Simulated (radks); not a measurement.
Values are calculated unless marked as measured or tabulated.
Sc10+, 11 electrons, occupied as [Ne] 3s1. Level of theory: Dirac Kohn-Sham, LDA (Slater exchange, Perdew-Wang correlation), spin-unpolarised, spherical densities, point nucleus (a radial shooting solver on a logarithmic mesh with Libxc functionals).

Spin-orbit splittings of the eigenvalues, e(l+1/2) - e(l-1/2), with zeta = 2 splitting/(2l+1) and mean radii in bohr:

shell  occ.  splitting (eV)  zeta (eV)  <r> j=l-1/2  <r> j=l+1/2
2p        6               ?          ?       0.3011       0.3036
3p        0          0.9057     0.6038       0.9099       0.9140

Estimate the 2p splitting.

Answer. 4.784 eV (zeta = 3.190 eV).
